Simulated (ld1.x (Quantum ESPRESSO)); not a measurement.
**Sn: excitation energies, all-electron against TM**

- Element: tin (Sn)
- Generator: ld1.x (Quantum ESPRESSO) 7.5
- Type: norm-conserving Troullier–Martins (Kleinman–Bylander form)
- Functional: PBE
- Relativity: scalar-relativistic
- Frozen core: [Kr] 4d10
- Valence charge: 4
- Reference configuration: 5s2 5p2
- Partial waves: 5s (bound): rc 1.70 bohr; 5p (bound): rc 2.75 bohr
- Local potential: all-electron potential smoothed inside 2.50 bohr (lloc = -2)
- Core correction: Bessel-smoothed model core inside 1.30 bohr

Energies are relative to the spin-unpolarised reference configuration 5s2 5p2; without spin polarisation the order of configurations can differ from experiment.

```json
{"valence configuration": "5s2 5p1", "charge": "+1", "ΔE all-electron (eV)": "6.875", "error AE − PS (meV)": "-8.9"}
{"valence configuration": "5s2 5p0", "charge": "+2", "ΔE all-electron (eV)": "20.827", "error AE − PS (meV)": "-71"}
{"valence configuration": "5s1 5p3", "charge": "0", "ΔE all-electron (eV)": "6.978", "error AE − PS (meV)": "-15"}
{"valence configuration": "5s2 5p1.5", "charge": "+0.5", "ΔE all-electron (eV)": "2.616", "error AE − PS (meV)": "-1.7"}
{"valence configuration": "5s0 5p4", "charge": "0", "ΔE all-electron (eV)": "14.186", "error AE − PS (meV)": "-57"}
{"valence configuration": "5s2 5p2.3", "charge": "-0.3", "ΔE all-electron (eV)": "-0.849", "error AE − PS (meV)": "+0.1"}
```

(1) What are ΔE and the potential's error for 5s1 5p0?

Levels in the configuration 5s1 5p0:

```
level  all-electron (eV)  pseudo (eV)
   5s            -35.961      -36.400
```

## Answers

(1) ΔE = 51.798 eV all-electron; the error (AE − PS) is -361 meV.
